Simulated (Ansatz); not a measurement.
Geometry optimisation, RKS PBE-D4/def2-SVP in Ansatz.

Input file:

```yaml
crystal:
  periodic: [false, false, false]
  atoms:
    - { symbol: Si, position_ang: [-0.92995, 1.25462, -0.89386] }
    - { symbol: "N", position_ang: [0.31461, 0.38067, -0.35693] }
    - { symbol: Ge, position_ang: [0.78183, -0.99766, 0.70391] }
    - { symbol: H, position_ang: [-2.37325, 1.1918, -0.63467] }
    - { symbol: H, position_ang: [-0.60531, 2.33025, -1.82156] }
    - { symbol: H, position_ang: [2.26633, -1.24637, 0.67553] }
    - { symbol: H, position_ang: [0.06944, -2.19925, 0.16921] }
    - { symbol: H, position_ang: [0.37096, -0.76853, 2.13398] }
basis:
  gaussian: { orbitals: def2-SVP }
hamiltonian:
  xc: pbe
  dispersion: d4
relax:
  f_tol: 0.015
  max_steps: 40
```

Launched with:

```bash
$ ansatz run input.yaml --threads 1 --pin off --max-ram 2048MiB --backend cpu --events-out ev --progress --plain --runs-dir out
```

Problem. Where does it end, and by what steps?

Solution. The run converged. After 5 steps the energy has fallen by 0.154 eV; H4 moved furthest, 0.15 Å.

```tsv
step	energy less start (eV)	largest force component (eV/Å)	accepted
0	0.0000	1.029	yes
1	-0.1405	0.352	yes
2	-0.1504	0.064	yes
3	-0.1526	0.039	yes
4	-0.1538	0.084	yes
5	-0.1541	0.013	yes
```

```xyz
8
Properties=species:S:1:pos:R:3
Si -0.871 1.271 -0.907
N 0.411 0.426 -0.416
Ge 0.753 -1.006 0.688
H -2.326 1.085 -0.543
H -0.671 2.418 -1.850
H 2.283 -1.259 0.685
H 0.027 -2.284 0.175
H 0.288 -0.705 2.144
```

Time of the run: 22 s on 1 thread of AMD EPYC 7R43 64-Core Processor (Zen 3), on a shared host, peak memory 0.14 GiB.
